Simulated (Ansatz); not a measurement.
The cluster W3N3, relaxed as a doublet with UKS r2SCAN-D4/def2-SVP in Ansatz, starting from the GFN1-xTB geometry. Force threshold 0.02 eV/Å.

In the def2 sets W takes a core potential; there is no spin–orbit coupling. The charge 0 doublet is spin-contaminated (final ⟨S²⟩ up to 1.84, 0.75 for a pure state). The relaxation made no stability test and no search for a lower SCF solution. No other spin state of charge 0 was run. Another isomer (doublet) lies 2.53 eV lower at PBE0-D4/def2-TZVP; other spin states weren't run for this one.

Start:

```xyz
6

W    -0.781    0.310    1.097
W    -0.275   -2.217    0.923
W    -0.630    0.565   -1.491
N     1.031    1.046    0.610
N    -0.337   -1.056   -0.561
N     0.993    1.352   -0.579
```

```csv
step,energy (eV),largest force component (eV/Å),SCF passes
1,-9938.4287,2.284,139
2,-9938.7449,0.918,63
3,-9938.9480,1.947,61
4,-9939.0896,2.924,51
5,-9939.3339,1.861,48
6,-9939.6394,1.285,63
7,-9939.7301,0.695,51
8,-9939.7407,0.284,44
9 (rejected),-9939.5977,0.908,55
10,-9939.7479,0.233,51
11,-9939.7568,0.075,51
12,-9939.7584,0.062,44
13 (rejected),-9939.7557,0.205,43
14,-9939.7590,0.026,44
15,-9939.7594,0.031,44
16,-9939.7595,0.023,41
17,-9939.7596,0.015,40
```

Force components are those of the run's own axes.

End:

Cartesian coordinates in Å:
```
W -0.4117 0.1531 0.9102
W -0.3206 -2.1700 0.8933
W -0.3653 0.3837 -1.5191
N 1.1963 1.4365 0.7716
N -0.8787 -1.2292 -0.6476
N 0.7799 1.4259 -0.4085
```

Bonds lost: W3–N4 (atoms count from 1).

No frequencies were taken in this run, so the end may be a saddle point.

It took 2.6 min on 4 threads of Arm Neoverse V1 on a shared host.
